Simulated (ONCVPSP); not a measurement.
## Before and after: ONCV potential for molybdenum

| Property | Result |
| --- | --- |
| Element | molybdenum |
| Generator | ONCVPSP 4.0.1 |
| Type | optimised norm-conserving Vanderbilt (ONCV) |
| Functional | PBE |
| Relativity | scalar-relativistic |
| Frozen core | [Ar] 3d10 |
| Valence charge | 14 |
| Reference configuration | 4s2 4p6 4d3 (charge +3) |
| Partial waves | 4s: rc 1.65 bohr, ncon 3, nbas 6, qcut 6.1 1/bohr, local; 4p: rc 2.05 bohr, ncon 4, nbas 8, qcut 7.3 1/bohr, 2 projectors, debl 1.6 Ha; 4d: rc 1.70 bohr, ncon 4, nbas 8, qcut 5.6 1/bohr, 2 projectors, debl 3.8 Ha |
| Local potential | the s channel |
| Core correction | Teter function, fcfact 2.25, rcfact 1.5 |

In the p channel the program set the typed energies aside and used -2.573, 0.050 Ha.

Change: all radii but the core radius scaled by about 1.10 (s 1.82, p 2.26, d 1.88 bohr).

Cutoffs: the cutoffs (Ha) at which the residual kinetic energy of the hardest occupied pseudo-wave falls to 1 and 0.1 mHa per electron; they do not see the model core or the augmentation charge, which bear on the density cutoff. Errors are all-electron minus pseudo energies relative to the spin-unpolarised reference configuration.

Task: How do hardness, ghosts and transferability respond?

Result: The potential gets softer (26 Ha and 74 Ha → 17 Ha and 59 Ha); of the 3 tests that both files solve, the error grows in 3 and shrinks in 0 by more than 15 % and 0.3 meV (median size 13.7 → 23.6 meV); neither file shows a bound ghost. A larger radius leaves more room for a smooth pseudo-wave, so fewer plane waves are needed. More of the atom is replaced by a form fitted at one configuration, so other configurations suffer.

| quantity | base | changed |
| --- | --- | --- |
| cutoff, loose | 26 Ha | 17 Ha |
| cutoff, tight | 74 Ha | 59 Ha |
| loose cutoff by channel | s 15 Ha, p 13 Ha, d 26 Ha | s 13 Ha, p 14 Ha, d 17 Ha |
| bound ghosts | none | none |
| GHOST(+) flags under 300 eV | none | none |
| tests with a reliable result | 3 of 4 | 3 of 4 |
| error for 4s2 4p6 4d5, meV [ΔE -42.21 eV] | +14 | +24 |
| error for 4s2 4p6 4d4, meV [ΔE -26.74 eV] | +7.4 | +12 |
| error for 4s2 4p6 4d5 5p1, meV [ΔE -45.96 eV] | +14 | +24 |
| rms error of d²Exc/dni dnj with the model core, mHa | 1.48 | 1.61 |
